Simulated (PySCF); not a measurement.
Isomers of C5H4F2O.

All values: PBE0/pcSseg-1 (PySCF) at GFN2-xTB geometries, gas phase, one conformer each.

**Question.** Rank by the highest IAO charge on any atom, highest value first.
A. `FC1=COC(F)=CC1`
B. `[F:1][CH:2]([F:3])[c:4]1[cH:5][cH:6][cH:7][o:8]1` with F1–C2–C4–C5 59°
C. `[CH2:1]=[CH:2]/[C:3](=[CH:4]\[F:5])[C:6](=[O:7])[F:8]` with C1–C2–C3–C4 180°, C2–C3–C6–O7 0°
D. `[CH3:1][O:2]/[C:3]([F:4])=[C:5]1[CH:6]=[C:7]\1[F:8]` with C1–O2–C3–F4 55°

**Answer.** C (+0.606 e), A (+0.466 e), B (+0.432 e), D (+0.349 e).

**Question.** Rank by the highest Hirshfeld charge on any atom, lowest value first.
A. `[CH3:1][O:2]/[C:3]([F:4])=[C:5]1[CH:6]=[C:7]\1[F:8]` with C1–O2–C3–F4 55°
B. `FC1=COC(F)=CC1`
C. `[CH2:1]=[CH:2]/[C:3](=[CH:4]\[F:5])[C:6](=[O:7])[F:8]` with C1–C2–C3–C4 180°, C2–C3–C6–O7 0°

**Answer.** A (+0.111 e), B (+0.149 e), C (+0.235 e).

All values together:

```tsv
SMILES	μ (D)	HOMO (eV)	LUMO (eV)	lowest IAO charge (e)	highest IAO charge (e)	lowest Hirshfeld charge (e)	highest Hirshfeld charge (e)
C=C/C(=C\F)C(=O)F	2.16	-7.52	-2.15	-0.376 (O)	+0.606 (C)	-0.198 (O)	+0.235 (C)
CO/C(F)=C1C=C\1F	2.28	-5.82	-0.28	-0.345 (O)	+0.349 (C)	-0.134 (O)	+0.111 (C)
FC1=COC(F)=CC1	1.21	-6.65	-0.07	-0.285 (O/C)	+0.466 (C)	-0.103 (C)	+0.149 (C)
FC(F)c1ccco1	2.40	-7.15	-0.45	-0.301 (F)	+0.432 (C)	-0.113 (F)	+0.143 (C)
```

Conformers: `[CH2:1]=[CH:2]/[C:3](=[CH:4]\[F:5])[C:6](=[O:7])[F:8]` with C1–C2–C3–C4 180°, C2–C3–C6–O7 0°; `[CH3:1][O:2]/[C:3]([F:4])=[C:5]1[CH:6]=[C:7]\1[F:8]` with C1–O2–C3–F4 55°; `[F:1][CH:2]([F:3])[c:4]1[cH:5][cH:6][cH:7][o:8]1` with F1–C2–C4–C5 59°.
